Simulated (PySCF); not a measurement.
Molecule: `[Al@H-]1([CH3])[Cl+][Al@@H-]([F])[Cl+]1`, CH5Al2Cl2F.

Atom-mapped SMILES (the numbers label the heavy atoms): `[CH3:1][Al@H-:2]1[Cl+:3][Al@@H-:4]([F:5])[Cl+:6]1` (H(Xn): hydrogen on atom n).

Geometry PBE0-D3(BJ)/def2-SVP throughout; GIAO in PySCF, gas phase, one conformer, non-relativistic; equivalent atoms averaged; basis pcSseg-1.

For orientation, CAM-B3LYP gives these shifts δ (against TMS, AlH4-, HCl, CFCl3 at the same level): C1 -7.5, Al2 97.3, Al4 21.4, Cl3/Cl6 58.6, F5 -142.6, H(Al2) 4.56, H(Al4) 4.27, H(C1) -0.04 ppm.

A run gave: C1 -7.0, Al2 93.1, Al4 17.8, Cl3/Cl6 58.6, F5 -153.6, H(Al2) 4.62, H(Al4) 4.30, H(C1) 0.00 ppm (shifts δ (against TMS, AlH4-, HCl, CFCl3 at the same level)).

Which functional was used in that run?
A. B97-2
B. BHandHLYP
C. mPW1PW91
D. WP04

Results:

C. Cl3/Cl6 tells them apart best: mPW1PW91 gives 58.6, BHandHLYP gives 40.9, WP04 gives 10.8, B97-2 gives 48.9 ppm.
